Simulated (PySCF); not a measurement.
C (carbon, neutral) across methods

[He] 2s2 2p2, high-spin 3P determinant. Calculation: PySCF 2.14, in aug-cc-pVQZ (6s5p4d3f2g, 80 functions); no relativity, point nucleus. The B2PLYP total includes its PT2 part (frozen core); its orbital energies are those of the SCF part.

| method | E (hartree) | mean ε 2s α (eV) | mean ε 2s β (eV) | mean ε 2p α (eV) | Σ⟨r²⟩ (bohr²) | ⟨S²⟩ |
| --- | --- | --- | --- | --- | --- | --- |
| PBE | -37.7975 | -14.437 | -11.900 | -6.099 | 14.22 | 2.003 |
| B2PLYP | -37.8300 | -18.680 | -14.353 | -9.168 | 13.90 | 2.006 |
| HSE06 | -37.8111 | -16.156 | -12.818 | -7.247 | 13.99 | 2.004 |
| r2SCAN | -37.8342 | -15.218 | -11.924 | -6.574 | 13.93 | 2.007 |
| LDA | -37.4692 | -14.363 | -11.870 | -6.127 | 14.29 | 2.003 |
| wB97X | -37.8474 | -19.300 | -15.816 | -10.122 | 13.96 | 2.006 |
| PBE0 | -37.8066 | -16.603 | -13.241 | -7.652 | 13.99 | 2.004 |
| wB97M-V | -37.8478 | -18.906 | -16.011 | -9.822 | 14.27 | 2.002 |

(1) Estimate the same row for UHF.

Results:

(1) E (hartree) = -37.69335; mean ε 2s α (eV) = -22.567; mean ε 2s β (eV) = -15.880; mean ε 2p α (eV) = -11.947; Σ⟨r²⟩ (bohr²) = 13.77; ⟨S²⟩ = 2.010.
